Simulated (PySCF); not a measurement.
# Steps of a relaxation of [OsO2(OH)2]2+

[OsO2(OH)2]2+ (singlet). PySCF 2.14.0, RKS PBE, Os def2-SVP with ECP60, O def2-SVP, H def2-SVP; non-relativistic Hamiltonian with scalar-relativistic core potentials where named; density fitting; no spin-orbit coupling. Origin of the start: template. Columns: position (Å) and force (eV/Å). Energies are counted from the last step; some of the 18 steps are shown. Forces carry noise of the integration grid, about 0.01 to 0.03 eV/Å.

Run from Python with OMP_NUM_THREADS=2. Where DIIS fails, smearing, a level shift and second-order steps follow.
It took 67 s on 2 threads of Arm Neoverse V1 (shared host), from the converged density of the start.

```xyz
7
step 0  E = 4.538 eV
Os    0.0000    0.0000    0.0333     0.00    0.00  -26.77
O     0.8459    0.8459    0.8792    13.59   13.29   14.37
O    -0.8459   -0.8459    0.8792   -13.59  -13.29   14.37
O     1.0060   -1.0060   -0.9727     0.85    0.17    0.24
H     1.2496   -1.5996   -1.6944     0.59   -1.37   -1.23
O    -1.0060    1.0060   -0.9727    -0.85   -0.17    0.24
H    -1.2496    1.5996   -1.6944    -0.59    1.37   -1.23
```

```xyz
7
step 6  E = 0.021 eV
Os    0.0000    0.0000   -0.1087     0.00    0.00    0.01
O     0.9441    0.9546    0.8949     0.10    0.18    0.10
O    -0.9441   -0.9546    0.8949    -0.10   -0.18    0.10
O     1.1399   -0.9672   -1.0797     0.12   -0.35   -0.32
H     1.3404   -1.8628   -1.5318    -0.08    0.27    0.22
O    -1.1399    0.9672   -1.0797    -0.12    0.35   -0.32
H    -1.3404    1.8628   -1.5318     0.08   -0.27    0.22
```

```xyz
7
step 11  E = 0.002 eV
Os    0.0000    0.0000   -0.1259     0.00    0.00    0.02
O     0.9226    0.9848    0.8730     0.02    0.01    0.01
O    -0.9226   -0.9848    0.8730    -0.02   -0.01    0.01
O     1.1407   -0.9458   -1.1303    -0.01   -0.04   -0.03
H     1.3211   -1.8912   -1.4508     0.02    0.02    0.01
O    -1.1407    0.9458   -1.1303     0.01    0.04   -0.03
H    -1.3211    1.8912   -1.4508    -0.02   -0.02    0.01
```

Where does the relaxation end?

It converges at step 17 in C2:
```xyz
7
step 17  E = 0
Os    0.0000    0.0000   -0.1426
O     0.9363    0.9660    0.8624
O    -0.9363   -0.9660    0.8624
O     1.1107   -0.9647   -1.1606
H     1.3787   -1.9127   -1.4016
O    -1.1107    0.9647   -1.1606
H    -1.3787    1.9127   -1.4016
```

How did the contacts change?


```csv
contact,start (Å),end (Å)
Os1–O2 (O),1.465,1.679
Os1–O3 (O),1.465,1.679
Os1–O4 (OH),1.742,1.789
Os1–O6 (OH),1.742,1.789
```
